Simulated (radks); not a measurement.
Ionisation of the lanthanum ion La+, [Xe] 5d2, to [Xe] 5d1 as the strength of local exchange is varied. Method: scalar-relativistic Kohn-Sham, Slater X-alpha exchange (alpha = 2/3 is LDA exchange), no correlation, spin-polarised, spherical densities, point nucleus; open shells are filled with parallel spins first (spin-orbit coupling, left out, can overturn this in heavy ions); computed with a radial shooting solver on a logarithmic mesh with Libxc functionals.

alpha  E(La+) (hartree)  exchange (hartree)  IE (eV)  -e of the level emptied (eV)  <r> of it (bohr)
0.594        -8460.3378           -169.8658    9.734                    6.369 (5d)             3.083
0.635        -8472.1056           -181.8305   10.118                    6.697 (5d)             3.021
0.654        -8477.5642           -187.3855   10.300                    6.853 (5d)             2.994
0.667        -8481.3010           -191.1902   10.425                    6.962 (5d)             2.975
0.676        -8483.8889           -193.8260   10.513                    7.038 (5d)             2.962
0.698        -8490.2181           -200.2754   10.729                    7.225 (5d)             2.932
0.984        -8572.9044           -284.9246   13.810                    9.974 (5d)             2.601
1.027        -8585.4015           -297.7810   14.316                   10.436 (5d)             2.560

NIST Atomic Spectra Database: 11.185 eV (measured). The Delta-SCF value meets it near alpha = 0.74. Open shells are spherical and high-spin; term and fine-structure splittings are not resolved. Spin-orbit splitting is averaged out at the scalar-relativistic level.
